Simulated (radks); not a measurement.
Task: Neutral antimony, 51 electrons, occupied as [Kr] 4d10 5s2 5p2 6s1 (not the ground configuration). Method: scalar-relativistic Kohn-Sham, BLYP, spin-unpolarised, spherical densities, finite nucleus; Fermi nuclear charge, rms radius 4.6802 fm; computed with a radial shooting solver on a logarithmic mesh with Libxc functionals. Some entries of the table are withheld. Estimate them.

orbital,occ.,eigenvalue (hartree),<r> (bohr),r(max) (bohr)
1s,2,(1),0.02842,0.01835
2s,2,-169.6368,0.1226,(2)
2p,6,-152.3256,0.1071,0.08303
3s,2,-33.36251,0.3306,0.3000
3p,6,-27.71967,(3),0.2934
3d,10,-19.10299,0.3055,(4)
4s,2,-5.60667,0.7906,0.7224
4p,6,-3.87832,(5),0.7620
4d,10,-1.37020,1.030,0.8464
5s,2,-0.59327,2.166,1.870
5p,2,-0.27881,2.735,2.257
6s,1,(6),6.670,5.719

Result: 
(1) 1s eigenvalue (hartree): -1113.958
(2) 2s r(max) (bohr): 0.1037
(3) 3p <r> (bohr): 0.3288
(4) 3d r(max) (bohr): 0.2442
(5) 4p <r> (bohr): 0.8522
(6) 6s eigenvalue (hartree): -0.06165
